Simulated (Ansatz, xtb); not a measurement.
## Ranking isomers of C6H6F3+

5 gas-phase structures of C6H6F3+, from a drawn sample of its isomers (lower ones may exist). Each was relaxed with GFN2-xTB; where two conformers were screened, the lower at r2SCAN-D4/def2-SVP is listed:

A. `C[C+]1C=C[C@@H]1C(F)(F)F`, a singlet
B. `C[CH+]/C=C\C(F)=C(F)F`, a singlet
C. `C[c+]1cc1CC(F)(F)F`, a singlet
D. `FC(F)(F)[C+]1C=CCC1`, a singlet
E. `FC(F)(F)[C@@H]1[CH+]C=CC1`, a singlet

Problem. Estimate their order in r2SCAN-D4/def2-SVP energy at these geometries, lowest first.

Solution. Calculated order at r2SCAN-D4/def2-SVP: E (0.000), D (0.006), C (0.640), B (0.942), A (1.150) eV. Less than 1 kcal/mol parts E and D, so the order within that pair means little.

Energies above the lowest of each column, in eV; the last columns are at B3LYP/def2-SVP geometries and were run for some of them only (a dash: not run or not comparable):

```tsv
structure	GFN2-xTB	HF/STO-3G	r2SCAN-D4/def2-SVP	B3LYP/def2-SVP	CCSD(T)/def2-SVP + ΔMP2/def2-TZVPP
E	0.047	0.000	0.000	0.000	0.000
D	0.000	0.028	0.006	0.005	0.102
C	0.979	0.884	0.640	0.534	0.612
B	1.037	1.324	0.942	–	–
A	1.261	1.497	1.150	–	–
```

CCSD(T)/def2-SVP + ΔMP2/def2-TZVPP puts E lowest of those it was run on; GFN2-xTB picks D. Flexible structures stand in one conformer each, not always the lowest. Frequencies (GFN2-xTB) were run for C, D, E alone. ΔMP2 is the change of the MP2 energy from the smaller to the larger basis.

Over these structures GFN2-xTB departs from r2SCAN-D4/def2-SVP by 0.089 eV on average once a common shift is removed. A GFN2-xTB relaxation took about 0.14 s and the r2SCAN-D4/def2-SVP energy about 2.5 s on a shared host (Ansatz 0.2.0, xtb 6.7.1).
